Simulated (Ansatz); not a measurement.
The first iterations of a band of C2H6N2SSi (12 atoms, charge 0, multiplicity 1).

These are results of Ansatz, RKS B3LYP/6-31G*, not measurements.

- movable images: 5
- climbing image: yes
- spring: 5.0 eV/Å²
- optimiser: quadratic models (default)
- start path: through a guess of the saddle point
- force threshold: 0.2 eV/Å
- iteration limit: 60
- end points: relaxed

Initial state:

```xyz
12
Properties=species:S:1:pos:R:3
N -0.233 -1.632 0.808
C 0.187 -0.298 0.688
N 0.855 0.151 1.827
C -0.033 0.454 -0.408
Si -0.544 0.823 -2.076
S 0.206 2.277 -0.682
H -0.650 -1.987 -0.045
H 0.515 -2.246 1.123
H 0.402 -0.127 2.692
H 1.053 1.145 1.810
H -1.976 0.904 -2.453
H 0.296 0.481 -3.250
```

Final state:

```xyz
12
Properties=species:S:1:pos:R:3
N -0.246 -1.614 0.822
C 0.092 -0.250 0.721
N 0.569 0.296 1.898
C -0.113 0.476 -0.397
Si -0.541 0.812 -2.091
S 0.053 2.307 -0.667
H -0.669 -1.960 -0.032
H 0.547 -2.201 1.074
H 1.184 1.093 1.817
H 0.767 -0.337 2.659
H -1.949 0.828 -2.560
H 0.382 0.495 -3.210
```

| iteration | highest image above the first end (eV) | largest band force component (eV/Å) |
| --- | --- | --- |
| 1 | 6.903 | 38.277 |
| 2 | 1.564 | 4.447 |

**Question.** Does the band converge within its limit, and where does its top end?

**Answer.** It converged. It ended after 7 iterations with the highest image 0.406 eV above the first end. The threshold of 0.2 eV/Å is loose, so the images may lie well off the minimum-energy path. Another band between the same ends (5 images) ends at a top of the same energy, where a vibrational analysis finds 1 clearly imaginary mode.

Run time: 86 s on 2 threads of Intel(R) Xeon(R) 6975P-C (Granite Rapids) (shared host), peak memory 0.29 GiB.
